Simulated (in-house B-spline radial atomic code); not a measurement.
# RPA and G0W0 on TPSS: the iodine ion I⁷⁺

Configuration [Kr] 4d10, mean-field start TPSS. Computed with a B-spline radial code for spherical atoms: all electrons, non-relativistic, point nucleus, each spin shell either full or empty, empty states to l = 9 with an (l + 1/2)⁻⁴ tail; G0W0 by contour deformation at full frequency.

Without relativity these are model numbers: it shifts the levels of so heavy an element strongly and can reorder them.

Command:
```bash
python run_gw.py task.json out
```
Settings (radii: box in bohr, nucleus in fm):
```
Z                        53
electrons                46
configuration            [Kr] 4d10
hamiltonian              nr
method                   tpss,tpss
lmax                     9
spin_polarised           False
box_radius               8.41
intervals                51
```

Time taken, with all properties: 3 s on 1 thread of Arm Neoverse N1, with other jobs on the host.

Energies (hartree):

```tsv
term	value
mean-field total	-6908.99679
Hartree-Fock functional on these orbitals	-6907.00716
direct second order	-4.0335
second-order exchange	1.1084
SOSEX correction	1.0449
```

What is the RPA correlation energy, and what remains with SOSEX?

RPA gives -3.6139 hartree (-2.14 eV per electron); RPA + SOSEX gives -2.569, and the second-order doubles -2.9251 hartree (no singles). RPA lacks exchange-type terms and so overcorrelates at short range.

Quasi-particle levels (eV):

```json
{"level": "4d", "occupied": "yes", "mean field": "-141.06", "Σx - vxc": "-12.29", "Σc": "?", "QP weight": "?", "G0W0": "?"}
{"level": "5s", "occupied": "no", "mean field": "-90.86", "Σx - vxc": "8.12", "Σc": "-2.17", "QP weight": "0.984", "G0W0": "-84.91"}
```

G0W0 = mean field + (Σx - vxc) + Σc, with Σc (partial-wave tail included) taken at the quasi-particle energy. Only the outer levels were computed. Levels of low weight are left out.

Where does G0W0 put 4d?

At -153.16 eV, with Σc = 0.20 eV and a quasi-particle weight of 0.965. The tabulated removal energy is 150.81 ± 0.1 eV (NIST, measured); the calculation leaves out relativity, Breit and QED terms, and what these don't explain is the method's own error.
